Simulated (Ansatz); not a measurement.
`C[SiH]1BS1` + H₂Se → `[SeH][SiH]1BS1` + CH₄ at 400 K and 1 bar (ligand exchange at the Si–C bond).

Program: Ansatz. Geometries: PBE0-D4/def2-TZVP. ΔE: electronic, gas phase. CCSD(T)/CBS is the MP2 limit (def2-TZVPP, def2-QZVPP) plus CCSD(T) − MP2 in def2-TZVPP, frozen cores. This one scheme is used for every species. For Se outer-core shells are correlated without core-valence functions, which leaves a few kJ/mol of doubt a bond. Scalar relativity is left out up to krypton. One conformer a species, not always the lowest.

| species | CCSD(T)/CBS energy (Eh) | H − E (kJ/mol) | S (J/(mol·K)) |
| --- | --- | --- | --- |
| `C[SiH]1BS1` | -752.73177 | 184.9 | 346.7 |
| H₂Se | -2401.89790 | 49.4 | 229.5 |
| `[SeH][SiH]1BS1` | -3114.19481 | 111.3 | 365.7 |
| CH₄ | -40.46206 | 131.3 | 197.2 |

H − E and S are ideal-gas, rigid-rotor, harmonic terms from PBE0-D4/def2-TZVP, for one conformer and one mirror image of each species. 1 Eh = 2625.50 kJ/mol, R = 8.31446 J/(mol·K).

**Question.** By hand: ΔE, ΔH, ΔS and ΔG.

**Answer.** ΔE = (-3114.19481) + (-40.46206) − (-752.73177) − (-2401.89790) = -0.02720 Eh = -71.4 kJ/mol. Δ(H − E) = 111.3 + 131.3 − 184.9 − 49.4 = 8.3, so ΔH = -63.1 kJ/mol. ΔS = 365.7 + 197.2 − 346.7 − 229.5 = -13.3 J/(mol·K). ΔG = -63.1 − 400 × (-13.3)/1000 = -57.8 kJ/mol.

**Question.** By hand: the equilibrium constant, and the temperature at which ΔG would vanish if ΔH and ΔS stayed fixed.

**Answer.** log₁₀ K = −ΔG/(RT ln 10) = 7.5. ΔG = 0 at ΔH/ΔS = 4744 K, far beyond where these terms or the molecules hold.

The number of gas molecules stays the same, so ΔS is small and ΔH decides. A doubt of 5 kJ/mol in ΔE shifts log₁₀ K by 0.7 here. Other conformers and mirror images would add mixing entropy, several J/(mol·K) or more a flexible species. These are equilibria of isolated gas molecules and say nothing of rates. Largest T1 diagnostic: 0.015 (customary marks: 0.02 for closed shells, 0.045 for open ones).
